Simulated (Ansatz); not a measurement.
One geometry of trans-Sn(PH3)2Cl4 (SnP2H6Cl4), several levels of theory.

```yaml
crystal:
  periodic: [false, false, false]
  atoms:
    - {symbol: Cl, position_ang: [2.514954, -0.003063, 0.086045]}
    - {symbol: Cl, position_ang: [-2.302072, 0.168927, -0.183320]}
    - {symbol: Cl, position_ang: [0.195102, 2.496410, -0.083396]}
    - {symbol: Cl, position_ang: [0.008766, -2.319995, 0.182128]}
    - {symbol: P, position_ang: [-0.071913, 0.029080, 2.688427]}
    - {symbol: P, position_ang: [0.028098, -0.064597, -2.688933]}
    - {symbol: Sn, position_ang: [0.112117, 0.092425, 0.000301]}
    - {symbol: H, position_ang: [-0.126699, 1.222964, 3.450836]}
    - {symbol: H, position_ang: [0.971516, -0.662003, 3.349775]}
    - {symbol: H, position_ang: [-1.206571, -0.656893, 3.183016]}
    - {symbol: H, position_ang: [1.211400, -0.152343, -3.464802]}
    - {symbol: H, position_ang: [-0.630037, 1.014167, -3.326279]}
    - {symbol: H, position_ang: [-0.704651, -1.165099, -3.193809]}
basis:
  gaussian: {orbitals: STO-3G}
hamiltonian: {xc: hf}
scf: {omitted_lower_state_checks: [starts]}
output: {orbitals: {seedname: orbitals}}
```

The file start.molden holds the orbitals of an earlier run on this structure, at another level or in another basis.

```sh
$ ansatz run in.yaml --threads 4 --pin off --events-out ev --progress --plain --max-ram 4787MiB
```

It prints (some lines left out):

```
Functional definition: HF
1035 factors; integrals over basis functions are off by at most 2.2e-5 eV
mean field evaluation 1: about -230183.4725 eV, gradient 2.3e1 eV
mean field evaluation 2: about -230183.5794 eV, gradient 2.3e1 eV
mean field evaluation 4: about -230187.2461 eV, gradient 1.4e0 eV
mean field evaluation 8: about -230187.2611 eV, gradient 2.2e-5 eV
mean field -230187.26111374 eV, -8459.2258194004 hartree, gradient 3.3e-5 eV, S^2 0.000000; 0 other end points of the search recorded, 0 dependent functions left out
reference -230187.26111374 eV, -8459.2258194004 hartree; 77, 77 occupied and 10, 10 virtual orbitals, 1035 factors
Total energy: -230187.26111374 eV, -8459.2258194004 hartree
Checks for a lower state left out: starts
```

Run time 0.7 s (4 threads of Arm Neoverse V2 on a shared host).

The first input with `gaussian: {orbitals: def2-TZVP, initial_orbitals: start.molden}`, `hamiltonian: {xc: pbe, dispersion: d4}`, `output: {forces: true, orbitals: {seedname: orbitals}}` (abridged; 6.5 s):

```
Functional definition: PBE
mean field -74574.31127306 eV, -2740.5553910011 hartree, gradient 8.9e-6 eV, S^2 0.000000
Total energy: -74574.95217519 eV, -2740.5789437203 hartree
Atom 0 force     0.034064    -0.001856    -0.004063 eV/Å
Atom 1 force    -0.065662     0.002573     0.002546 eV/Å
Atom 2 force     0.000232     0.036291     0.003795 eV/Å
Atom 3 force    -0.001845    -0.063596    -0.002707 eV/Å
Atom 4 force     0.003282     0.016043    -0.019965 eV/Å
Atom 5 force     0.016183     0.000282     0.020998 eV/Å
Atom 6 force     0.025971     0.020157    -0.000029 eV/Å
Atom 7 force    -0.001470     0.015584     0.027899 eV/Å
Atom 8 force     0.010105    -0.010942     0.022750 eV/Å
Atom 9 force    -0.015096    -0.009955     0.024657 eV/Å
Atom 10 force     0.015957    -0.001902    -0.026642 eV/Å
Atom 11 force    -0.010345     0.011193    -0.024005 eV/Å
Atom 12 force    -0.011376    -0.013871    -0.025234 eV/Å
Dipole moment:    -0.083729    -0.068586     0.000205 e Å
Checks for a lower state left out: starts
```

The first input with `gaussian: {orbitals: def2-TZVP, initial_orbitals: start.molden}`, `hamiltonian: {xc: r2scan, dispersion: d4}` (abridged; 12 s):

```
Functional definition: r2SCAN
mean field -74601.47482853 eV, -2741.5536332525 hartree, gradient 1.8e-5 eV, S^2 0.000000
Total energy: -74601.63672718 eV, -2741.5595829181 hartree
Checks for a lower state left out: starts
```

The first input with `gaussian: {orbitals: def2-SVP, initial_orbitals: start.molden}`, `hamiltonian: {xc: pbe0, dispersion: d4}` (abridged; 3.6 s):

```
Functional definition: PBE0
mean field -74556.38352669 eV, -2739.8965584741 hartree, gradient 3.4e-5 eV, S^2 0.000000
Total energy: -74556.94969457 eV, -2739.9173647599 hartree
Checks for a lower state left out: starts
```

Geometry: r2SCAN-D4/def2-SVP.

In the def2 sets Sn takes a core potential, while STO-3G treats all electrons; there is no spin–orbit coupling. Another isomer (singlet) lies 0.06 eV lower at PBE0-D4/def2-TZVP; other spin states weren't run for this one.
